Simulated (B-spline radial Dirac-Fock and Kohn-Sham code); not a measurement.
# Magnetic form factor of the 5d shell of Tm³⁺

System: Tm³⁺ in the configuration [Xe] 4f11 5d1 (not the ground configuration).

Input of the calculation (task.json; shells as n, l, electrons):

```json
{"items": [{
  "Z": 69,
  "q": 3,
  "cfg": [[1, 0, 2], [2, 0, 2], [2, 1, 6], [3, 0, 2], [3, 1, 6], [3, 2, 10], [4, 0, 2], [4, 1, 6], [4, 2, 10], [4, 3, 11], [5, 0, 2], [5, 1, 6], [5, 2, 1]],
  "A": 169,
  "rrms": 5.2256,
  "do": ["scatter"],
  "s": [0.0, 0.05, 0.1, 0.15, 0.2, 0.25, 0.3, 0.35, 0.4, 0.45, 0.5, 0.6, 0.7, 0.8, 0.9, 1.0, 1.1, 1.2, 1.4, 1.6, 1.8, 2.0, 2.5, 3.0, 3.5, 4.0, 5.0, 6.0],
  "pz": [0, 0.1, 0.2, 0.3, 0.4, 0.5, 0.6, 0.8, 1.0, 1.2, 1.4, 1.6, 1.8, 2.0, 2.5, 3.0, 4.0, 5.0, 7.0, 10.0, 15.0, 20.0, 30.0, 40.0, 60.0, 100.0],
  "hv_scatter": [1000, 8047.8, 10000, 20000, 30000, 100000, 500000, 1000000]
}]}
```

Run with: `python xray_run.py task.json out`

The computed values come from an atomic code on a B-spline grid: Dirac-Fock densities. ⟨j_K⟩ is the integral of the 5d radial density with the spherical Bessel function j_K(4πsr), s = sin θ/λ.

| s (Å⁻¹) | ⟨j0⟩ | ⟨j2⟩ | ⟨j4⟩ |
| --- | --- | --- | --- |
| 0 | 1.0000 | 0.0000 | 0.0000 |
| 0.05 | 0.9191 | 0.0318 | 0.0004 |
| 0.1 | 0.7127 | 0.1069 | 0.0057 |
| 0.15 | 0.4624 | 0.1823 | 0.0220 |
| 0.2 | 0.2427 | 0.2244 | 0.0491 |
| 0.25 | 0.0897 | 0.2249 | 0.0792 |
| 0.3 | 0.0039 | 0.1947 | 0.1032 |
| 0.35 | -0.0321 | 0.1504 | 0.1159 |
| 0.4 | -0.0382 | 0.1052 | 0.1170 |
| 0.45 | -0.0297 | 0.0665 | 0.1089 |
| 0.5 | -0.0164 | 0.0370 | 0.0952 |
| 0.6 | 0.0069 | 0.0037 | 0.0627 |
| 0.7 | 0.0181 | -0.0063 | 0.0346 |
| 0.8 | 0.0194 | -0.0051 | 0.0154 |
| 0.9 | 0.0157 | -0.0004 | 0.0045 |
| 1 | 0.0105 | 0.0042 | -0.0006 |
| 1.1 | 0.0057 | 0.0073 | -0.0019 |
| 1.2 | 0.0022 | 0.0087 | -0.0012 |
| 1.4 | -0.0011 | 0.0080 | 0.0020 |
| 1.6 | -0.0010 | 0.0052 | 0.0044 |

Radial moments of the shell: ⟨r²⟩ = 4.574, ⟨r⁴⟩ = 34.28, ⟨r⁶⟩ = 390.2 in powers of bohr.
